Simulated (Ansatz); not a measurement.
BFGeH$_{5}$NO (`N[BH][GeH]([OH])[F]`). Total charge 0; spin multiplicity 1. Correlated methods include outer-core shells of Ge, which these sets cover unevenly. Scalar relativity is left out up to krypton.

```csv
atom,x (Å),y (Å),z (Å)
N1,0.9509,0.2558,-1.4963
B2,0.5720,0.8622,-0.3174
Ge3,-0.2404,-0.4263,1.0804
O4,-1.9552,-0.1647,1.4538
F5,-0.1549,-1.9730,0.2302
H6,1.3549,0.7514,-2.2751
H7,0.8490,-0.7371,-1.6462
H8,0.7083,2.0397,-0.1686
H9,0.3882,-0.6849,2.4564
H10,-2.4728,0.0768,0.6827
```

**Question.** Give the diagnostics of a CCSD(T)/def2-TZVPP run (frozen core, Ansatz 0.2.0). (Best estimate.)

**Answer.** Ansatz gave: T1 = 0.0131, largest single amplitude 0.031, largest double 0.042, (T) share of the correlation energy 3.4 %, 9 CCSD cycles. The RHF solution is stable towards an unrestricted one. T1 lies under the customary mark of 0.02 for closed shells.
